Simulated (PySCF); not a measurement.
Geometry (Å), atoms numbered from 1 in this order:
```xyz
11

C    -1.6805    0.4593    0.1102
Si   -0.3222   -0.8388   -0.1704
Si    1.7848    0.0756    0.0867
F     2.5452   -0.0279   -1.3376
Cl    1.7971    2.0508    0.5148
H    -1.6050    1.2744   -0.6049
H    -2.6710    0.0246    0.0104
H    -1.6113    0.8925    1.1048
H    -0.4991   -1.9284    0.8024
H    -0.4947   -1.4259   -1.5072
H     2.7622   -0.5535    0.9650
```

- coordinates at the GFN2-xTB level
- shieldings: GIAO PBE0/pcSseg-1
- run in PySCF
- no solvent, relativity neglected, one conformer, averaged over atoms made equivalent by symmetry, fast rotation or ring inversion

δ = σ(ref) − σ, references computed at the same level: TMS for $^{13}$C (186.93 ppm), $^{1}$H (31.72 ppm), $^{29}$Si (349.16 ppm); $^{19}$F (170.95 ppm) vs CFCl3; $^{35}$Cl (949.78 ppm) against HCl.

```tsv
atoms	nucleus	count	δ (ppm)
C1	$^{13}$C	1	?
Si2	$^{29}$Si	1	?
Si3	$^{29}$Si	1	30.8
F4	$^{19}$F	1	-164.9
H11	$^{1}$H	1	6.00
H6/H7/H8	$^{1}$H	3	?
H10	$^{1}$H	1	4.07
Cl5	$^{35}$Cl	1	61
H9	$^{1}$H	1	3.87
```

Estimate the values marked ?.

Answers


- C1: -10.8 ppm, methyl carbon bonded to Si; an electropositive neighbour leaves it electron-rich and shielded
- H6/H7/H8: 0.29 ppm, hydrogen on a methyl carbon bonded to Si; an electropositive neighbour shields it, as in TMS itself
- Si2: -78.4 ppm, silicon bonded to C, Si, 2 H

Shifts are as computed. Against solution values, carbons near 30 ppm lie about +3 ppm off and those near 130 ppm about +5 ppm. Of 1211 compounds with measured shifts, 218 miss one by over three times the rms of a fit or turn the order of signals round; such compounds aren't used in these exercises. Unscaled 19F shifts against computed CFCl3 carry errors that often reach 10 to 50 ppm.
